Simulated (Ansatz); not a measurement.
Reaction (redistribution): `[NH2][Ge][Br]` + `F[CH2][GeH2][SH]` → `[NH2][Ge][SH]` + `F[CH2][GeH2][Br]`

Program: Ansatz. Geometries: PBE0-D4/def2-TZVP. ΔE: electronic, gas phase. CBS: MP2 limit from def2 TZ/QZ plus the TZ coupled-cluster correction, frozen cores. Functionals use def2-TZVPP. B3LYP here is the variant with VWN-RPA as its local correlation; programs differ in this. For Br, Ge outer-core shells are correlated without core-valence functions, which leaves a few kJ/mol of doubt a bond. Scalar relativity is left out up to krypton. One conformer a species, not always the lowest.

`[NH2][Ge][Br]`:

Cartesian coordinates in Å:
```
N 0.538 0.418 0.241
Ge 0.116 -1.335 0.077
Br -2.011 -0.985 -0.913
H -0.056 1.181 -0.046
H 1.413 0.721 0.641
```

`F[CH2][GeH2][SH]`:

Cartesian coordinates in Å:
```
F -0.327 1.660 -0.900
C -0.778 0.923 0.185
Ge 0.479 -0.559 0.532
S 0.552 -1.864 -1.263
H -1.771 0.533 -0.050
H -0.849 1.590 1.049
H -0.035 -1.444 1.678
H 1.871 0.008 0.855
H 0.858 -0.848 -2.087
```

`[NH2][Ge][SH]`:

Cartesian coordinates in Å:
```
N 0.610 -0.442 -0.998
Ge 0.756 0.632 0.461
S -1.347 0.270 1.188
H -0.201 -0.971 -1.278
H 1.386 -0.560 -1.629
H -1.204 1.071 2.256
```

`F[CH2][GeH2][Br]`:

Z-matrix (Å, degrees):
```
C
Ge 1 1.971
F 1 1.385 2 109.5
H 1 1.093 2 110.2 3 -119.8
H 1 1.093 2 110.2 3 119.8
Br 2 2.314 1 104.9 3 -180.0
H 2 1.533 1 112.1 3 63.5
H 2 1.533 1 112.1 3 -63.5
```

```tsv
level	ΔE (kJ/mol)	difference from CCSD(T)/CBS
PBE-D4	4.4	2.0
r2SCAN-D4	2.7	0.3
PBE0-D4	3.4	1.0
B3LYP-D4	5.0	2.6
ωB97X-V	3.8	1.4
ωB97M-V	4.6	2.2
B2PLYP	3.5	1.1
PBE	4.0	1.6
B3LYP	4.4	2.0
HF/def2-TZVPP	1.6	-0.8
MP2/def2-TZVPP	1.6	-0.8
SCS-MP2/def2-TZVPP	1.8	-0.6
CCSD(T)/def2-TZVPP	2.3	-0.1
HF/def2-QZVPP	1.2	-1.2
SCS-MP2/def2-QZVPP	1.6	-0.8
HF/CBS(def2)	1.1	-1.3
CCSD(T)/CBS	2.4	0
```

Largest T1 diagnostic among the species: 0.014.
